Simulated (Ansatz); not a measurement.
Geometry optimisation, DFT PBE, scalar-relativistic, plane waves, PAW (Ansatz 0.2.0).

The input (input.yaml):

```yaml
crystal:
  lattice:
    - [7.398, 0.0, 0.0]
    - [-3.699, 6.406856, 0.0]
    - [0.0, 0.0, 12.0]
  atoms:
    - { symbol: C, position: [0.0, 0.0, 0.0833333] }
    - { symbol: C, position: [0.2222222, 0.1111111, 0.0833333] }
    - { symbol: C, position: [0.0, 0.3333333, 0.0833333] }
    - { symbol: C, position: [0.2222222, 0.4444444, 0.0833333] }
    - { symbol: C, position: [0.0, 0.6666667, 0.0833333] }
    - { symbol: C, position: [0.2222222, 0.7777778, 0.0833333] }
    - { symbol: C, position: [0.3333333, 0.0, 0.0833333] }
    - { symbol: C, position: [0.5555556, 0.1111111, 0.0833333] }
    - { symbol: C, position: [0.3333333, 0.3333333, 0.0833333] }
    - { symbol: C, position: [0.5555556, 0.4444444, 0.0833333] }
    - { symbol: C, position: [0.3333333, 0.6666667, 0.0833333] }
    - { symbol: C, position: [0.5555556, 0.7777778, 0.0833333] }
    - { symbol: C, position: [0.6666667, 0.0, 0.0833333] }
    - { symbol: C, position: [0.8888889, 0.1111111, 0.0833333] }
    - { symbol: C, position: [0.6666667, 0.3333333, 0.0833333] }
    - { symbol: C, position: [0.8888889, 0.4444444, 0.0833333] }
    - { symbol: C, position: [0.6666667, 0.6666667, 0.0833333] }
    - { symbol: C, position: [0.8888889, 0.7777778, 0.0833333] }
    - { symbol: C, position: [0.1084368, 0.5460902, 0.145] }
    - { symbol: O, position: [0.1084368, 0.5460902, 0.2416667] }
basis:
  ecutwfc: 420.0
kpoints:
  mp_grid: { grid: [2, 2, 1] }
hamiltonian:
  xc: pbe
scf:
  occupations: { method: gaussian, width: 0.02 }
  lower_state_search: "off"
relax:
  f_tol: 0.03
  max_steps: 60
  adjacent_minimum: "off"
```

Command:

```bash
$ ansatz run input.yaml --threads 1 --pin off --max-ram 3072MiB --backend cpu --events-out ev --progress --plain --runs-dir out
```

Q: Where does it end, and by what steps?

A: The run converged. The force dipped under the threshold on the way, but the program's further checks kept it going. Limits of this set-up: coarse k mesh, slab without dipole correction, no dispersion correction for a molecule that may bind weakly. After 29 steps the energy has fallen by 11.568 eV; C19 moved furthest, 2.64 Å. The start is strongly strained (largest force component 10 eV/Å), so its close contacts needn't be bonds. Parted: C3–C19, C4–C19, C5–C19, C6–C19, C11–C19, C16–C19.

| step | energy less start (eV) | largest force component (eV/Å) | accepted |
| --- | --- | --- | --- |
| 0 | 0.0000 | 9.889 | yes |
| 2 | -5.8139 | 7.974 | yes |
| 4 | -8.3082 | 4.252 | yes |
| 6 | -10.2153 | 2.595 | yes |
| 8 | -11.1174 | 0.910 | yes |
| 10 | -11.4575 | 0.902 | yes |
| 12 | -11.5461 | 0.258 | yes |
| 14 | -11.5638 | 0.322 | yes |
| 16 | -11.5621 | 0.344 | no |
| 18 | -11.5638 | 0.585 | no |
| 20 | -11.5674 | 0.032 | yes |
| 22 | -11.5676 | 0.111 | yes |
| 24 | -11.5679 | 0.012 | yes |
| 26 | -11.5683 | 0.037 | yes |
| 28 | -11.5683 | 0.101 | no |
| 29 | -11.5684 | 0.004 | yes |

```xyz
20
Lattice="7.3980 0.0000 0.0000 -3.6990 6.4069 0.0000 0.0000 0.0000 12.0000" Properties=species:S:1:pos:R:3
C -0.026 0.072 0.737
C 1.222 0.792 0.737
C -1.250 2.220 0.737
C -0.026 2.927 0.737
C -2.477 4.342 0.736
C -1.250 5.050 0.736
C 2.449 0.084 0.736
C 3.673 0.791 0.737
C 1.222 2.206 0.737
C 2.449 2.914 0.737
C -0.026 4.343 0.736
C 1.222 5.064 0.737
C 4.921 0.070 0.737
C 6.148 0.779 0.737
C 3.673 2.208 0.737
C 4.921 2.928 0.737
C 2.449 4.355 0.737
C 3.673 5.062 0.737
C -1.162 3.280 4.375
O -0.950 2.360 5.005
```

Time of the run: 4 min on 1 thread of Arm Neoverse V1, with other jobs on the host, peak memory 0.65 GiB.
